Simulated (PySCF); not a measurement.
Mapped SMILES: `[CH3:1][CH2:2][SiH2:3][C:4]#[C:5][SiH2:6][C:7](=[O:8])[O:9][CH3:10]`. Each H is labelled by its parent atom.

No relativistic terms, isolated molecule, rapidly exchanging positions averaged, one conformer. Geometry from GFN2-xTB; GIAO PBE0/pcSseg-1 shieldings; PySCF 2.14.0 with density-fitted response routines.

Referencing at the same level of theory: TMS for ¹³C (σref 186.93).

Question: Do the ¹³C shifts follow the atomic charges (in e)? Tabulate both.

Answer: 
```
atoms  hybridisation  δ (ppm)  σ para (ppm)  Hirshfeld    IAO  Mulliken  ESP-fitted
   C7            sp2    185.6          -256      +0.12  +0.27     +0.23       +0.59
   C4             sp    121.0          -201      -0.13  -0.29     -0.27       -0.20
   C5             sp    111.8          -191      -0.15  -0.32     -0.33       -0.17
  C10            sp3     51.8          -109      -0.04  -0.22     -0.05       -0.20
   C1            sp3     11.3           -77      -0.12  -0.41     -0.30       -0.19
   C2            sp3      8.3           -74      -0.15  -0.53     -0.57       -0.14
```

Correlation coefficients of δ with charge over these carbons: Hirshfeld +0.62, IAO +0.84, Mulliken +0.70, ESP-fitted +0.70; with the paramagnetic shielding -1.00. With so few points, grouped by hybridisation, these coefficients are fragile. Charge is one influence among several: hybridisation and low-lying excitations act through the paramagnetic term.

Shifts are as computed. Against solution values, carbons near 30 ppm lie about +3 ppm off and those near 130 ppm about +5 ppm. Of 1309 compounds with measured shifts, 239 miss one by over three times the rms of a fit or turn the order of signals round; such compounds aren't used in these exercises.
